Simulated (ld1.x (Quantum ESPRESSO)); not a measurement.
**N (Z = 7), TM: configuration errors across variants**

ld1.x (Quantum ESPRESSO) 7.5 input, shortened:

```
&input
   title='N', zed=7., rel=0, dft='PBE', iswitch=3,
   config='[He] 2s2 2p3 3d-2'
 /
 &inputp
   pseudotype=2, tm=.true., lloc=1,
   nlcc=.true., new_core_ps=.true., rcore=0.60
 /
3
2S  1  0   2.00   0.00  0.70  0.70  0.0
3D  3  2  -2.00  -0.20  1.45  1.45  0.0
2P  2  1   3.00   0.00  1.35  1.35  0.0
 &test
   configts(1)='2s2 2p3'
 /
```

All-electron excitation energies from the reference (eV): (1) 2s2 2p2 13.597; (2) 2s2 2p1 42.456; (3) 2s2 2p0 89.541; (4) 2s2 2p2.5 5.096; (5) 2s2 2p3.3 -1.620; (6) 2s1 2p0 167.310; (7) 2s1 2p3 25.345.

Errors AE − PS in meV (a dash: test not solved or not reliable):

```csv
change,(1),(2),(3),(4),(5),(6),(7),bound ghosts
base,+4.2,+79,+452,+0.1,-0.1,+805,-9.8,none
core correction none,+5.5,+93,+534,+0.3,-0.1,+923,-9.7,none
core correction Bessel-smoothed model core inside 0.44 bohr,+2.9,+65,+380,-0.1,-0.2,+656,-10,none
core correction Bessel-smoothed model core inside 0.66 bohr,+4.3,+80,+471,+0.1,-0.2,+860,-9.5,none
core correction Bessel-smoothed model core inside 0.84 bohr,+2.6,+65,+417,-0.1,-0.2,+741,-12,none
```

Give the same row for: core correction Bessel-smoothed model core inside 0.34 bohr.

+2.8, +64, +374, -0.1, -0.2, +645, -10; bound ghosts: none.
